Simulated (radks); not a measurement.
The numbers below are computed, except where a source is named.
Coulomb parameter of the 4f shell of the samarium ion Sm3+ in the model configuration [Xe] 4f3 5d2, as a second difference U = [E(n + 1) + E(n - 1) - 2 E(n)] / (1)^2 with all orbitals relaxed. "Bare": the charge of the atom changes with n. "Screened": the 5d shell takes up the change at fixed total charge, which measures U(4f,4f) + U(5d,5d) - 2 U(4f,5d). Level of theory: Dirac Kohn-Sham, PBE, spin-unpolarised, spherical densities, point nucleus; open shells are shared between the two j in proportion to 2j + 1 (a radial shooting solver on a logarithmic mesh with Libxc functionals).

| case | configuration | E - E(n) (eV) |
|---|---|---|
| start | [Xe] 4f3 5d2 | 0.000 |
| bare +1 | [Xe] 4f4 5d2 | -37.280 |
| bare -1 | [Xe] 4f2 5d2 | 57.379 |
| screened +1 | [Xe] 4f4 5d1 | -15.913 |
| screened -1 | [Xe] 4f2 5d3 | 22.056 |

U(bare) = 20.099 eV, U(screened by 5d) = 6.143 eV.
